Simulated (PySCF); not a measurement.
**Correlation energy of Br⁺ (bromine, charge +1)**

[Ar] 3d10 4s2 4p4, high-spin 3P determinant. Computed with PySCF 2.14 in cc-pVDZ-DK, with scalar relativity by spin-free X2C-1e. Frozen: [Ar] 3d10; 6 electrons correlated.

MP2 pair energies summed by pair of shells (mhartree):

```json
{"pair": "4p-4p", "energy": "-34.87", "share (%)": "48.6"}
{"pair": "4s-4p", "energy": "-31.25", "share (%)": "43.6"}
{"pair": "4s-4s", "energy": "-5.55", "share (%)": "7.7"}
```

Total MP2 correlation energy: -71.67 mhartree.

Same-spin part -17.85 and opposite-spin part -53.82 mhartree; SCS-MP2 scales them by 1/3 and 6/5 to -70.54 mhartree.

```tsv
level	correlation energy (mhartree)
CCSD	-86.98
(T)	-0.78
CCSD(T)	-87.76
```

Diagnostics: T1 = 0.0059, D1 = 0.0190, largest double amplitude 0.052.

Cost of the coupled-cluster step: 0.1 s of wall time on 1 thread of Neoverse-V1 (shared host), for 6 correlated electrons.
